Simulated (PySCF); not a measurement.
Ranking problems on computed properties.

Each SMILES stands for a single optimised conformer of the isolated species, non-relativistic unless stated; the electronic structure was computed with PySCF and density fitting.

The conformers computed, where there is a choice (atom-mapped SMILES and torsion angles):
- `[CH3:1][N:2]([CH3:3])[C:4](=[O:5])[SiH:6]([PH2:7])[PH2:8]`: C1–N2–C4–O5 -179°, N2–C4–Si6–P7 56°, H–P7–Si6–C4 69°, H–P7–Si6–C4 161°, H–P8–Si6–C4 169°, H–P8–Si6–C4 76°
- `[CH3:1][P@@H:2](=[O:3])[c:4]1[cH:5][cH:6][c:7]([Cl:8])[cH:9][cH:10]1`: C1–P2–C4–C5 63°
- `[CH3:1][O:2][c:3]1[cH:4][c:5]([Cl:6])[cH:7][c:8]([CH3:9])[p:10]1`: C1–O2–C3–C4 180°
- `[CH3:1][CH2:2][P@@:3]1(=[O:4])[CH2:5][CH2:6][C@@H:7]1[C:8]([F:9])([F:10])[F:11]`: C1–C2–P3–O4 54°, C6–C7–C8–F9 -49°
- `[CH3:1][NH:2][SiH2:3][SiH2:4][n:5]1[cH:6][n:7][cH:8][c:9]1[F:10]`: C1–N2–Si3–Si4 58°, N2–Si3–Si4–N5 175°, Si3–Si4–N5–C6 -114°
- `[CH3:1][CH2:2][SiH2:3][C:4]#[C:5][SiH3:6]`: C1–C2–Si3–C4 62°
- `[CH:1]#[C:2][C:3]1([SiH2:4][O:5][SiH3:6])[CH:7]=[CH:8]1`: C2–C3–Si4–O5 178°, C3–Si4–O5–Si6 -42°
- `[CH2:1]=[C:2]([Cl:3])[CH2:4][O:5][SiH2:6][N:7]([SiH3:8])[SiH3:9]`: C1–C2–C4–O5 127°, C2–C4–O5–Si6 -61°, C4–O5–Si6–N7 176°, O5–Si6–N7–Si8 174°
- `[CH2:1]=[C:2]([CH3:3])[O:4][SiH2-:5]`: C1–C2–O4–Si5 180°

The conformers of `CCC[PH+]1CCSCC1`, `O=[P@@H]1CCCC[C@@H]1C(F)(F)F` and `FC(F)(F)[C@@H]1CO[Si@@](F)(O[SiH3])O1` aren't listed.

(1) Rank by HOMO–LUMO gap, highest first (PBE0/pcSseg-1 at GFN2-xTB geometries).
A. `CCC[PH+]1CCSCC1`
B. `CC[P@@]1(=O)CC[C@@H]1C(F)(F)F`
C. `c1(pc(OC)cc(Cl)c1)C`
D. `O=[P@@H]1CCCC[C@@H]1C(F)(F)F`
E. `CN[SiH2][SiH2]n1cncc1F`
F. `C[P@@H](=O)c1ccc(Cl)cc1`
G. `CN(C)C(=O)[SiH](P)P`

(2) Rank by HOMO energy, highest first (PBE0/pcSseg-1 at GFN2-xTB geometries).
A. `CCC[PH+]1CCSCC1`
B. `C[P@@H](=O)c1ccc(Cl)cc1`
C. `C1CCC[P@H]([C@H]1C(F)(F)F)=O`
D. `CN[SiH2][SiH2]N1C=NC=C1F`
E. `[SiH3]O[Si@@]1(OC[C@H](O1)C(F)(F)F)F`

(3) Give the two extremes of that set in hartree.

(4) Rank by dipole moment, highest first (PBE0/pcSseg-1 at GFN2-xTB geometries).
A. `COC1=CC(Cl)=CC(C)=P1`
B. `CC[SiH2]C#C[SiH3]`
C. `C=C(Cl)CO[SiH2]N([SiH3])[SiH3]`
D. `C[P@@H](=O)c1ccc(Cl)cc1`
E. `C#CC1([SiH2]O[SiH3])C=C1`
F. `C1[C@@H]([P@@](C1)(=O)CC)C(F)(F)F`
G. `CN[SiH2][SiH2]n1cncc1F`

(5) Rank by smallest rotational constant, highest first (GFN2-xTB).
A. `CN[SiH2][SiH2]n1cncc1F`
B. `CC[P@@]1(=O)CC[C@@H]1C(F)(F)F`
C. `C=C(C)O[SiH2-]`
D. `CN(C)C(=O)[SiH](P)P`

(6) Give the two extremes of that set in cm⁻¹.

Results:

(1) D (8.60 eV), B (8.43 eV), A (6.66 eV), G (6.48 eV), F (6.31 eV), E (5.62 eV), C (5.27 eV).

(2) D (-6.58 eV), B (-7.57 eV), C (-7.90 eV), E (-8.72 eV), A (-10.48 eV).

(3) `CCC[PH+]1CCSCC1`: -0.385 Eh; `CN[SiH2][SiH2]n1cncc1F`: -0.242 Eh.

(4) F (5.47 D), G (4.99 D), D (3.48 D), C (2.22 D), A (1.66 D), E (1.50 D), B (0.65 D).

(5) C (2.032 GHz), B (0.670 GHz), D (0.585 GHz), A (0.456 GHz).

(6) `CN[SiH2][SiH2]n1cncc1F`: 0.0152 cm⁻¹; `C=C(C)O[SiH2-]`: 0.0678 cm⁻¹.
